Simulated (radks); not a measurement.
The numbers below are computed, except where a source is named.
Species: Be. Configuration: [He] 2s1 5s1 (not the ground configuration). Code: a radial shooting solver on a logarithmic mesh with Libxc functionals. Model: scalar-relativistic Kohn-Sham, PBE, spin-polarised, spherical densities, finite nucleus; open shells are filled with parallel spins first; Fermi nuclear charge, rms radius 2.519 fm. Some entries of the table are withheld. Estimate them.

| orbital | occ. | eigenvalue (hartree) | r(max) (bohr) | <r> (bohr) |
|---|---|---|---|---|
| 1s up | 1 | -4.27528 | 0.2656 | 0.4198 |
| 1s down | 1 | -4.25629 | 0.2659 | 0.4196 |
| 2s up | 1 | -0.47989 | 1.870 | 2.259 |
| 5s up | 1 | (1) | 26.06 | 24.03 |

Answer. 
(1) 5s up eigenvalue (hartree): -0.02312
